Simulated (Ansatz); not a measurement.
Stretching the Si1–H2 bond in H3NSi (SMILES N[SiH]) (multiplicity 1 held, fragments rigid). Energies count from the point at 1.530 Å.
Geometry at that point (charge 0, multiplicity 1):
```xyz
5

Si    -0.245     0.391     0.510
H     -0.586     1.474    -0.515
N      0.398    -0.690    -0.654
H      0.463    -0.528    -1.648
H      0.765    -1.593    -0.395
```

Signs of static correlation in cc-pV(T+d)Z, with CASSCF(2,2), from Ansatz (a first-principles code) runs.

```json
[
 {"R (Å)": "1.224", "T1 of restricted CCSD": "0.015", "⟨S²⟩ of UHF": "0.087", "largest double amplitude of restricted CCSD": "0.086", "weight of the CASSCF reference in MRCISD": "0.900", "CASSCF natural occupations": "1.99 0.01"},
 {"R (Å)": "1.377", "T1 of restricted CCSD": "0.015", "⟨S²⟩ of UHF": "0.047", "largest double amplitude of restricted CCSD": "0.083", "weight of the CASSCF reference in MRCISD": "0.900", "CASSCF natural occupations": "1.99 0.01"},
 {"R (Å)": "1.530", "T1 of restricted CCSD": "0.015", "⟨S²⟩ of UHF": "0.006", "largest double amplitude of restricted CCSD": "0.078", "weight of the CASSCF reference in MRCISD": "0.900", "CASSCF natural occupations": "1.98 0.02"},
 {"R (Å)": "1.683", "T1 of restricted CCSD": "0.016", "⟨S²⟩ of UHF": "0.000", "largest double amplitude of restricted CCSD": "0.071", "weight of the CASSCF reference in MRCISD": "0.900", "CASSCF natural occupations": "1.97 0.03"},
 {"R (Å)": "1.836", "T1 of restricted CCSD": "0.016", "⟨S²⟩ of UHF": "0.000", "largest double amplitude of restricted CCSD": "0.062", "weight of the CASSCF reference in MRCISD": "0.899", "CASSCF natural occupations": "1.96 0.04"},
 {"R (Å)": "2.065", "T1 of restricted CCSD": "0.019", "⟨S²⟩ of UHF": "0.000", "largest double amplitude of restricted CCSD": "0.086", "weight of the CASSCF reference in MRCISD": "0.899", "CASSCF natural occupations": "1.93 0.07"},
 {"R (Å)": "2.295", "T1 of restricted CCSD": "0.023", "⟨S²⟩ of UHF": "0.327", "largest double amplitude of restricted CCSD": "…", "weight of the CASSCF reference in MRCISD": "0.899", "CASSCF natural occupations": "1.89 0.11"},
 {"R (Å)": "2.677", "T1 of restricted CCSD": "0.037", "⟨S²⟩ of UHF": "0.761", "largest double amplitude of restricted CCSD": "0.243", "weight of the CASSCF reference in MRCISD": "0.900", "CASSCF natural occupations": "1.79 0.21"},
 {"R (Å)": "3.060", "T1 of restricted CCSD": "0.059", "⟨S²⟩ of UHF": "0.925", "largest double amplitude of restricted CCSD": "…", "weight of the CASSCF reference in MRCISD": "0.900", "CASSCF natural occupations": "1.63 0.37"},
 {"R (Å)": "3.518", "T1 of restricted CCSD": "0.094", "⟨S²⟩ of UHF": "0.995", "largest double amplitude of restricted CCSD": "0.560", "weight of the CASSCF reference in MRCISD": "0.900", "CASSCF natural occupations": "1.42 0.58"},
 {"R (Å)": "4.130", "T1 of restricted CCSD": "0.136", "⟨S²⟩ of UHF": "1.022", "largest double amplitude of restricted CCSD": "0.840", "weight of the CASSCF reference in MRCISD": "0.900", "CASSCF natural occupations": "1.21 0.79"},
 {"R (Å)": "4.895", "T1 of restricted CCSD": "0.163", "⟨S²⟩ of UHF": "1.029", "largest double amplitude of restricted CCSD": "1.076", "weight of the CASSCF reference in MRCISD": "0.900", "CASSCF natural occupations": "1.08 0.92"}
]
```

Task: Complete the blanks.

Result: 
- 2.295, largest double amplitude of restricted CCSD: 0.141
- 3.060, largest double amplitude of restricted CCSD: 0.367

Doubts at one or more of the structures used: a restricted determinant that unrestricted orbitals would lower (R-CCSD(T)/cc-pV(T+d)Z); T1 above 0.05 (R-CCSD(T)/cc-pV(T+d)Z, U-CCSD(T)/cc-pV(T+d)Z); other coupled-cluster roots lie near (R-CCSD(T)/cc-pV(T+d)Z); a spin-contaminated determinant (U-CCSD(T)/cc-pV(T+d)Z).
